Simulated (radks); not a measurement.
Q: Species: the bismuth ion Bi22+. Configuration: [Kr] 4d10 4f13 5s2. Method: scalar-relativistic Kohn-Sham, BLYP, spin-polarised, spherical densities, finite nucleus; open shells are filled with parallel spins first (spin-orbit coupling, left out, can overturn this in heavy ions); Fermi nuclear charge, rms radius 5.5211 fm; computed with a radial shooting solver on a logarithmic mesh with Libxc functionals. Some entries of the table are withheld. Estimate them.

orbital  occ.  eigenvalue (eV)  <1/r> (bohr^-1)
1s down     1        -91197.93            103.2
1s up       1        -91197.93            103.2
2s up       1        -16850.28            24.26
2s down     1        -16850.25            24.26
2p up       3        -14503.23            21.23
2p down     3        -14503.21            21.23
3s up       1        -4485.622            8.997
3s down     1        -4484.669            8.999
3p up       3        -3814.380            8.120
3p down     3        -3813.402            8.121
3d up       5        -3139.788            7.614
3d down     5        -3139.037            7.616
4s up       1        -1440.089            3.914
4s down     1        -1438.568            3.913
4p up       3              (1)            3.525
4p down     3              (2)            3.524
4d up       5        -963.5786            3.196
4d down     5        -962.1712            3.195
4f up       7              (3)            2.865
4f down     6              (4)            2.863
5s up       1        -637.1077            1.868
5s down     1        -636.4631            1.866

A: 
(1) 4p up eigenvalue (eV): -1217.623
(2) 4p down eigenvalue (eV): -1216.181
(3) 4f up eigenvalue (eV): -684.1808
(4) 4f down eigenvalue (eV): -682.6747
